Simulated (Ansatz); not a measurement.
Ansatz (an electronic-structure program) input (BLYP/def2-TZVPD):

Ansatz 0.2 input:
```yaml
crystal:
  periodic: [false, false, false]
  atoms:
    - {symbol: F, position_ang: [1.91568516, 0.78509232, 0.09274139]}
    - {symbol: C, position_ang: [0.63377289, 0.25973487, 0.03068196]}
    - {symbol: C, position_ang: [0.33767110, -1.10369042, 0.08270031]}
    - {symbol: C, position_ang: [-1.07650099, -1.19823564, -0.01167211]}
    - {symbol: C, position_ang: [-1.60338026, 0.09995800, -0.11806525]}
    - {symbol: C, position_ang: [-0.52675656, 1.02619881, -0.09185424]}
    - {symbol: H, position_ang: [1.04915939, -1.91225134, 0.17591562]}
    - {symbol: H, position_ang: [-1.64655773, -2.11904357, -0.00255924]}
    - {symbol: H, position_ang: [-2.65168644, 0.35752318, -0.20552566]}
    - {symbol: H, position_ang: [-0.58091881, 2.10414721, -0.15324734]}
basis:
  gaussian:
    orbitals: def2-TZVPD
hamiltonian:
  xc: {name: BLYP}
total_charge: -1
output: {forces: true}
```

End of the output:

```
mean field -7967.29819285 eV, -292.7928081586 hartree, gradient 2.4e-5 eV, S^2 0.000000; 0 other end points of the search recorded, 0 dependent functions left out
the calculation of the forces begins
reference -7967.29859589 eV, -292.7928229699 hartree; 22, 22 occupied and 239, 239 virtual orbitals, 1271 factors
Total energy: -7967.29859589 eV, -292.7928229699 hartree
Atom 0 at     1.915685     0.785092     0.092741 Å, force     0.687988     0.281954     0.033307 eV/Å
Atom 1 at     0.633773     0.259735     0.030682 Å, force    -0.145716    -0.059718    -0.007054 eV/Å
Atom 2 at     0.337671    -1.103690     0.082700 Å, force     0.190556    -0.273658     0.028016 eV/Å
Atom 3 at    -1.076501    -1.198236    -0.011672 Å, force    -0.145812    -0.299398     0.005743 eV/Å
Atom 4 at    -1.603380     0.099958    -0.118065 Å, force    -0.312591     0.111534    -0.027935 eV/Å
Atom 5 at    -0.526757     1.026199    -0.091854 Å, force    -0.054248     0.329521    -0.021417 eV/Å
Atom 6 at     1.049159    -1.912251     0.175916 Å, force     0.159013    -0.188312     0.021239 eV/Å
Atom 7 at    -1.646558    -2.119044    -0.002559 Å, force    -0.126434    -0.208328     0.002240 eV/Å
Atom 8 at    -2.651686     0.357523    -0.205526 Å, force    -0.235359     0.060056    -0.019755 eV/Å
Atom 9 at    -0.580919     2.104147    -0.153247 Å, force    -0.017397     0.246349    -0.014383 eV/Å
Dipole moment:     0.145028     0.059436     0.007021 e Å
```

It need not be the lowest isomer of its formula. Whether it binds its extra electron was not tested at this geometry.
